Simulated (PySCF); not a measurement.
A calculated (LDA, PySCF 2.14, 6-31G*, no relativity, point nucleus) atom or ion has these occupied shells.

```json
{"shell": "1s α", "electrons": "1", "orbital energy (eV)": "-398.59", "rms radius, mean of both spins (bohr)": "0.268"}
{"shell": "1s β", "electrons": "1", "orbital energy (eV)": "-397.21", "rms radius, mean of both spins (bohr)": "0.268"}
{"shell": "2s α", "electrons": "1", "orbital energy (eV)": "-33.484", "rms radius, mean of both spins (bohr)": "1.40"}
{"shell": "2s β", "electrons": "1", "orbital energy (eV)": "-30.084", "rms radius, mean of both spins (bohr)": "1.40"}
{"shell": "2p α", "electrons": "2", "orbital energy (eV)": "-22.100", "rms radius, mean of both spins (bohr)": "1.41"}
```

Task: Name the element and its charge.

Result: N⁺ (nitrogen, charge +1), in [He] 2s2 2p2, high-spin 3P determinant.
